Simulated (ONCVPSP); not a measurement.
**aluminium, ONCV: configuration errors across variants**

| Property | Result |
| --- | --- |
| Element | Al (Z = 13) |
| Generator | ONCVPSP 4.0.1 |
| Type | optimised norm-conserving Vanderbilt (ONCV) |
| Functional | PBE |
| Relativity | scalar-relativistic |
| Frozen core | [He] |
| Valence charge | 11 |
| Reference configuration | 2s2 2p6 3s2 3p1 |
| Partial waves | 2s+3s: rc 1.15 bohr, ncon 4, nbas 8, qcut 7.8 1/bohr, 3 projectors, debl 2.5 Ha; 2p+3p: rc 1.00 bohr, ncon 4, nbas 7, qcut 13 1/bohr, 2 projectors; d scattering state at 0.44 Ha: rc 1.20 bohr, ncon 4, nbas 8, qcut 8.9 1/bohr, 2 projectors, debl 0.4 Ha |
| Local potential | polynomial inside 0.90 bohr (lpopt 5, dvloc0 0 Ha) |
| Core correction | none |

All-electron excitation energies from the reference (eV): (1) 2s2 2p6 3s2 3p0 5.761; (2) 2s2 2p6 3s1 3p0 24.987; (3) 2s2 2p5 3s2 3p1 82.813.

Errors AE − PS in meV (a dash: test not solved or not reliable):

```tsv
change	(1)	(2)	(3)	bound ghosts	GHOST(+) flags above zero
base	+0.3	-0.5	+356	none	none
p: rc 0.84; local potential polynomial inside 0.84 bohr (lpopt 5, dvloc0 0 Ha)	+0.3	-0.5	+217	none	none
d: qcut 5.6	+0.3	-0.5	+356	none	none
s: nproj 2	+0.3	-0.5	+359	none	none
```

Task: Give the same row for: s: qcut 9.6; p: qcut 16; d: qcut 10.9.

Result: +0.3, -0.5, +265; bound ghosts: none; GHOST(+) flags above zero: none.
